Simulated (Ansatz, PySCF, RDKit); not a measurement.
Noncovalent pair: HCl (SMILES Cl) (first 2 atoms) with AsH3 (SMILES [AsH3]); geometry from B3LYP-D3(BJ)/def2-TZVP.
(charge 0, multiplicity 1):
```xyz
6

Cl     1.2079     0.5304     0.6571
H      0.7276     0.2800     1.8236
As    -0.3596    -0.2891     4.4963
H     -0.9333     0.7613     3.5494
H     -0.2595    -1.3243     3.3796
H      1.0687     0.1919     4.2567
```

Monomers are frozen at their geometry in the pair; levels with a basis set take the counterpoise correction. Rows marked so take none. RDKit's UFF carries no charges.

Rows in 3-21G carry no dispersion term and start afresh at each structure; the Pople sets are all-electron and without relativity.

Programs: Ansatz (an electronic-structure program); PySCF for 3-21G rows, the dispersion terms; RDKit for the force fields. 

Question: One of these levels gives -2.26 kcal/mol for the interaction energy. Name it.
(A) HF/3-21G (no counterpoise)
(B) UFF
(C) B3LYP-D3(BJ)/def2-TZVPPD
(D) PBE-D3(BJ)/def2-TZVPPD

Answer: D, PBE-D3(BJ)/def2-TZVPPD. The others give -0.01 (UFF), 0.45 (HF/3-21G (no counterpoise)), -1.87 (B3LYP-D3(BJ)/def2-TZVPPD)
